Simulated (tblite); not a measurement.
C3H8NOSi (doublet state).
Z-matrix (Å and degrees, GFN2-xTB geometry), rows numbered from 1:
```
C 
C   1  1.4913
C   2  1.3685  1  121.72
O   3  1.2332  2  132.30  1   -24.45
Si  3  1.9665  2  113.92  1   148.26
N   5  1.7070  3  101.83  2   165.26
H   1  1.0876  2  109.95  3    17.24
H   1  1.0911  2  109.44  3   137.55
H   1  1.0930  2  111.77  3  -103.63
H   2  1.0784  1  117.50  3   167.21
H   5  1.4626  3  107.99  2    48.69
H   5  1.4684  3  107.02  2   -71.45
H   6  1.0096  5  117.66  3    18.37
H   6  1.0058  5  122.67  3   164.88
```

Level: GFN2-xTB in tblite, geometry and Hessian alike; calculated harmonic values, unscaled, isolated species. Against measured fundamentals such values can be off by several per cent, at times by over 20. Modes of hydrogen on silicon can be 10 to 20 % off. One conformer, not necessarily the lowest. Open shells enter through the occupations alone, without spin polarisation, and single modes of such species can be off by tens of per cent.

Harmonic wavenumbers (cm⁻¹): 27.5, 116.2, 133.9, 166.3, 206.6, 238.2, 275.5, 381.5, 412.3, 440.6, 550.7, 572.1, 648.7, 668.9, 680.5, 787.0, 816.5, 940.9, 955.0, 1004.1, 1092.2, 1146.7, 1324.8, 1382.9, 1460.2, 1478.2, 1481.3, 1651.0, 2202.4, 2259.3, 2949.4, 2984.6, 3040.5, 3083.8, 3444.7, 3509.5.

A = 6634, B = 1595, C = 1335 MHz; mass 102.038 u (most abundant isotopes); point group C1, symmetry number 1; spin multiplicity 2.

Task: Zero-point energy?

Result: Half the sum of the wavenumbers: 22257 cm⁻¹ = 266.26 kJ/mol.

Task: What is S at 350 K and 1 bar for an ideal gas of classical rigid rotors and harmonic oscillators?

Result: Translation 169.87, rotation 117.15, vibration 126.48, spin (R ln 2) 5.76: S = 419.3 J/(mol K).

Task: And Cp and H(350 K) − H(0)?

Result: Cp = 156.55 J/(mol K), of which vibrations give 123.29 (their classical limit is 36 R = 299.3); H(350 K) − H(0) = 34.43 kJ/mol without the zero-point energy, 22.79 from vibrations.

Task: What must be added to the electronic energy to get the Gibbs energy at 350 K and 1 bar?

Result: ZPE + [H(350 K) − H(0)] − T·S = 266.26 + 34.43 − 146.74 = 153.95 kJ/mol.

Task: How do the functions run with temperature in this model?

Result: 
```
 T (K)  S (J/(mol K))  Cp (J/(mol K))  H − H(0) (kJ/mol)  G − H(0) (kJ/mol)  ln q(vib)
   150          316.5            91.9               9.26             -38.21       2.82
   250          371.7           126.7              20.22             -72.71       5.11
298.15          395.4           141.8              26.69             -91.19       6.21
   400          441.0           169.4              42.59            -133.82       8.49
   600          517.9           209.6              80.76            -229.96      12.73
   900          610.8           248.1             149.88            -399.81      18.44
```

q(vib) and H(0) count from the zero-point level.

Hindered rotation and anharmonicity are outside this model. Other conformers, if any are populated, would add a mixing term that is left out. The structure is chiral; the term R ln 2 for an equal mix with its mirror image is left out.
